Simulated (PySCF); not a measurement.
## Checking a proposed structure

A compound C7H15PSi gives the data below (simulated from a calculation) and was assigned the structure `C=C[SiH]1CCP(C)CC1`.

$^{13}$C{$^{1}$H} NMR (computed): δ 231.5 (C), 159.3 (CH), 130.7 (CH2), 45.8 (C), 34.5 (CH3, 3C).

$^{1}$H NMR (400 MHz, computed): δ 7.27 (m, 1H), 6.08 (m, 1H), 5.60 (m, 1H), 4.56 (m, 3H), 1.43 (s, 9H).

PySCF 2.14 calculation with GFN2-xTB structure and shieldings: GIAO PBE0/pcSseg-1; gas phase, no relativistic terms, one averaged value for each set of equivalent atoms, one computed conformer.

Chemical shifts δ = σref − σ; TMS for $^{1}$H, $^{13}$C, all at this level.

Q: Compare with the shifts computed for the proposed structure, pairing carbons in order of shift.

A: Atoms are numbered as in `[CH2:1]=[CH:2][SiH:3]1[CH2:4][CH2:5][P:6]([CH3:7])[CH2:8][CH2:9]1` (H(Xn): hydrogen on atom n).

```json
{"atom": "C1", "computed for proposal": "142.9", "given list": "231.5", "difference": "-88.6"}
{"atom": "C2", "computed for proposal": "142.6", "given list": "159.3", "difference": "-16.7"}
{"atom": "C5", "computed for proposal": "33.3", "given list": "130.7", "difference": "-97.4"}
{"atom": "C8", "computed for proposal": "33.3", "given list": "45.8", "difference": "-12.5"}
{"atom": "C7", "computed for proposal": "17.7", "given list": "34.5", "difference": "-16.8"}
{"atom": "C4", "computed for proposal": "13.0", "given list": "34.5", "difference": "-21.5"}
{"atom": "C9", "computed for proposal": "13.0", "given list": "34.5", "difference": "-21.5"}
```

The rms difference is 52.1 ppm and the largest -97.4 ppm at C5 (sp3 CH2 bonded to P). The carbon types in order of shift don't match either: CH2, CH, CH2, CH2, CH3, CH2, CH2 for the proposal against C, CH, CH2, C, CH3, CH3, CH3 in the data. The proposal doesn't fit.

Q: Which isomer fits?

A: SMILES C=C/P=C(/[SiH3])C(C)(C)C.

- δC 231.5: carbon double-bonded to a heavier main-group atom.
- δC 159.3: alkene CH; as expected for a trigonal carbon in a double bond.
- δC 130.7: terminal =CH2 carbon; the olefinic region.
- δC 45.8: quaternary sp3 carbon; a saturated carbon with 4 carbon neighbours and no heteroatom attached.

Other isomers checked: C[Si@@H](P)C#CC(C)(C)C (rms 62.1 ppm).

The shifts were computed for this structure.

Splittings by $^{31}$P in the carbon and heteronuclear signals aren't shown, as no couplings were computed. Shifts are as computed. Against solution values, carbons near 30 ppm lie about +3 ppm off and those near 130 ppm about +5 ppm. Of 1211 compounds with measured shifts, 218 miss one by over three times the rms of a fit or turn the order of signals round; such compounds aren't used in these exercises. Multiplicities follow the n + 1 count of equivalent neighbours, as no J values were calculated; m marks all less simple cases, F and P coupling included.
